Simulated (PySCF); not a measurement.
# Relaxation of singlet [LiBr2]-

All numbers come from PBE0/[Li def2-TZVPD, Br def2-TZVPD], no relativity, density fitting, PySCF. A (50,194) grid was used.

A hand-made linear start, of D∞h symmetry, held to at least that symmetry:

Coordinates in bohr (charge -1 multiplicity 1):
```
Li    0.0000    0.0000    0.0000
Br    0.0000    0.0000    4.6676
Br    0.0000    0.0000   -4.6676
```

Optimiser trace:
```json
{"step": "0", "E − E(last) (kJ/mol)": "9.06", "largest gradient (Eh/bohr)": "0.01037"}
{"step": "1", "E − E(last) (kJ/mol)": "5.77", "largest gradient (Eh/bohr)": "0.00863"}
{"step": "2", "E − E(last) (kJ/mol)": "0.36", "largest gradient (Eh/bohr)": "0.00272"}
{"step": "3", "E − E(last) (kJ/mol)": "0.03", "largest gradient (Eh/bohr)": "0.00080"}
{"step": "4", "E − E(last) (kJ/mol)": "0.00", "largest gradient (Eh/bohr)": "0.00003"}
```

It ends at D∞h with Li–Br 2.315 Å (×2); Br–Li–Br 180.0°. A frequency run shows a minimum.

Final geometry:
```xyz
3
charge -1 multiplicity 1, angstrom
Li    0.0000    0.0000    0.0000
Br    0.0000    0.0000    2.3153
Br    0.0000    0.0000   -2.3153
```

The relaxation took of the order of 70 core-seconds on a shared host.
